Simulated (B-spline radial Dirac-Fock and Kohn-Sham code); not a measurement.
**2p3/2 emission of Ta⁺**

System: the Ta⁺ ion, [Xe] 4f14 5d3 6s1, inside a Watson sphere of charge -1 and radius 2.7 Å (a model of the Madelung potential; inside it an electron's potential energy is raised by 5.3 eV).

The computed values come from a radial finite-basis atomic code: a relativistic independent-particle model: LDA orbitals of the hole state, radiative multipoles to third order, Auger rates from the Coulomb interaction with a continuum orbital, Dirac-Fock energies.

```tsv
line	multipole	energy (eV)	rate (s⁻¹)	share (%)
Lℓ (L3-M1)	E1	7166.0	6.40e+13	3.60
L3-M2	E2	7408.8	6.56e+11	0.0369
L3-M3	E2	7682.6	5.96e+11	0.0335
Lα2 (L3-M4)	E1	8087.3	1.46e+14	8.24
Lα1 (L3-M5)	E1	8145.7	1.29e+15	72.7
Lβ6 (L3-N1)	E1	9308.8	1.54e+13	0.866
Lβ15 (L3-N4)	E1	9637.5	2.50e+13	1.41
Lβ2 (L3-N5)	E1	9649.1	2.24e+14	12.6
Lβ7 (L3-O1)	E1	–	2.74e+12	0.154
L3-N7	E2	9857.9	6.30e+11	0.0355
L3-O4	E1	9881.0	5.44e+11	0.0306
Lβ5 (L3-O5)	E1	9881.5	4.79e+12	0.269
```

The listed lines hold 100.0 % of the radiative rate. A dash stands for an energy that rests on an unreliable hole state. The radiative width is 1.17 eV in the length form and 1.19 eV in the velocity form; the two differ because the transition energies are not eigenvalue differences of the potential that gave the orbitals.
